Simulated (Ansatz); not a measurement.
Diatomic RuF, multiplicity 6 (lowest of 2S+1 = 2, 4, 6 at CCSD(T)/def2-TZVPP on PBE0 minima; our sources give no spin for the ground state, which may be another). No spin–orbit coupling.

Constants: fifth-degree fit in 1/R to seven points, most abundant isotopes. In def2 and cc sets the state is the lowest found near the PBE0 minimum, followed along R.

Correlated levels freeze the inner cores; with def2 sets outer-core shells near the valence are correlated too.

Run with Ansatz (Gaussian basis) for Hartree–Fock, density functionals and correlated methods. Values without a source in brackets are computed. In def2 rows elements past Kr take small-core potentials, without spin–orbit coupling.

Energies at CCSD/def2-TZVPP:

| R (Å) | E (hartree) |
|---|---|
| 1.775921 | -194.34777921 |
| 1.823660 | -194.35386322 |
| 1.867581 | -194.35685574 |
| 1.917230 | -194.35785837 |
| 1.966880 | -194.35688112 |
| 2.024167 | -194.35388772 |
| 2.091003 | -194.34856429 |

Q: With a reduced mass of 16.0130 u, find the minimum, the force constant and the constants.

A: A fifth-degree polynomial in 1/R puts the minimum at r_e = 1.9154 Å with force constant 352 N/m. Then ω_e = (1/2πc)√(k/μ) = 611 cm⁻¹ and B_e = h/(8π²cμr_e²) = 0.2869 cm⁻¹; the cubic and quartic terms give α_e = 0.0019 and ω_e x_e = 2.9 cm⁻¹.

Ansatz is a program for electronic structure.
